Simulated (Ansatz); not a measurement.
Relaxation of bis(oxalato)borate (BC₄O₈⁻) with RKS r2SCAN-D4/def2-SVP.

```sh
$ ansatz run in.yaml --threads 4 --pin off --events-out ev --progress --plain --max-ram 6963MiB
```

```yaml
crystal:
  periodic: [false, false, false]
  atoms:
    - {symbol: O, position_ang: [3.283310, -0.418640, -1.016340]}
    - {symbol: C, position_ang: [2.227550, -0.320680, -0.450350]}
    - {symbol: O, position_ang: [1.073580, -0.031470, -1.014570]}
    - {symbol: B, position_ang: [0.000210, 0.001400, 0.000460]}
    - {symbol: O, position_ang: [0.683500, -0.313190, 1.272530]}
    - {symbol: C, position_ang: [1.968920, -0.508660, 1.064790]}
    - {symbol: O, position_ang: [2.784400, -0.782950, 1.904070]}
    - {symbol: O, position_ang: [-1.076910, -0.964110, -0.302420]}
    - {symbol: C, position_ang: [-2.229890, -0.339890, -0.422620]}
    - {symbol: O, position_ang: [-3.287930, -0.855050, -0.667520]}
    - {symbol: C, position_ang: [-1.966610, 1.168390, -0.191680]}
    - {symbol: O, position_ang: [-2.780570, 2.052240, -0.222160]}
    - {symbol: O, position_ang: [-0.679550, 1.312620, 0.045800]}
basis:
  gaussian: {orbitals: def2-SVP}
total_charge: -1
hamiltonian: {xc: r2scan, dispersion: d4}
scf: {lower_state_search: "off"}
output: {orbitals: {seedname: orbitals}}
relax: {f_tol: 0.03, max_steps: 70}
```

Run time 15 s (4 threads of Arm Neoverse V2 on a shared host).

Positions (Å) and forces (eV/Å) at steps 1, 2, 4 of 4:

```xyz
13
step=1 energy=-21182.4258 eV
O     3.283   -0.419   -1.016    0.314   -0.054   -0.010
C     2.228   -0.321   -0.450    0.302   -0.071    0.119
O     1.074   -0.031   -1.015   -0.779    0.167   -0.171
B     0.000    0.001    0.000    0.000   -0.006    0.000
O     0.683   -0.313    1.273   -0.801    0.152   -0.060
C     1.969   -0.509    1.065    0.325   -0.055   -0.028
O     2.784   -0.783    1.904    0.294   -0.065    0.097
O    -1.077   -0.964   -0.302    0.780   -0.214    0.108
C    -2.230   -0.340   -0.423   -0.304    0.134   -0.037
O    -3.288   -0.855   -0.668   -0.306    0.008   -0.050
C    -1.967    1.168   -0.192   -0.332   -0.006   -0.060
O    -2.781    2.052   -0.222   -0.293    0.113   -0.035
O    -0.680    1.313    0.046    0.801   -0.103    0.126
13
step=2 energy=-21182.4474 eV
O     3.288   -0.420   -1.014    0.026   -0.016    0.066
C     2.228   -0.321   -0.451    0.211   -0.034   -0.010
O     1.067   -0.030   -1.018   -0.305    0.064   -0.063
B     0.000    0.001    0.000    0.000   -0.002    0.001
O     0.676   -0.312    1.273   -0.312    0.058   -0.028
C     1.969   -0.509    1.066    0.196   -0.046    0.069
O     2.790   -0.783    1.903    0.047    0.001   -0.055
O    -1.070   -0.968   -0.302    0.306   -0.079    0.042
C    -2.230   -0.341   -0.423   -0.212    0.002   -0.037
O    -3.293   -0.852   -0.668   -0.024    0.067    0.004
C    -1.967    1.170   -0.192   -0.198    0.082   -0.022
O    -2.786    2.052   -0.223   -0.046   -0.053   -0.015
O    -0.672    1.313    0.047    0.311   -0.044    0.047
13
step=4 energy=-21182.4518 eV
O     3.291   -0.422   -1.008   -0.005   -0.001    0.007
C     2.228   -0.321   -0.452    0.001    0.002   -0.006
O     1.062   -0.028   -1.020    0.005   -0.001    0.001
B     0.000    0.001    0.000    0.000   -0.001    0.000
O     0.670   -0.312    1.274    0.005   -0.001    0.001
C     1.969   -0.509    1.066   -0.001   -0.001    0.006
O     2.795   -0.782    1.899   -0.003    0.002   -0.008
O    -1.065   -0.970   -0.302   -0.005    0.001    0.000
C    -2.231   -0.341   -0.423   -0.001   -0.006   -0.004
O    -3.296   -0.846   -0.668    0.005    0.006    0.003
C    -1.967    1.170   -0.192    0.001    0.006    0.004
O    -2.790    2.047   -0.224    0.003   -0.008   -0.002
O    -0.666    1.313    0.049   -0.005    0.001   -0.002
```
